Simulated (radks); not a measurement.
Results of a calculation; reference values are marked as such.
Problem. The bromine ion Br6+ is in [Ar] 3d10 4s1. Level of theory: scalar-relativistic Kohn-Sham, r2SCAN, spin-polarised, spherical densities, finite nucleus; meta-GGA in the generalised Kohn-Sham scheme; Fermi nuclear charge, rms radius of each element as measured or else 0.836 A^(1/3) + 0.57 fm (a radial shooting solver on a logarithmic mesh with Libxc functionals). Open shells are filled with parallel spins first. One electron is removed from 3s, 4s, 3d, 3p in turn, with full relaxation. Which removal costs least, and what does each cost?

Solution. 4s 103.51 eV; 3d 173.11 eV; 3p 283.37 eV; 3s 350.20 eV. The 4s electron leaves first.
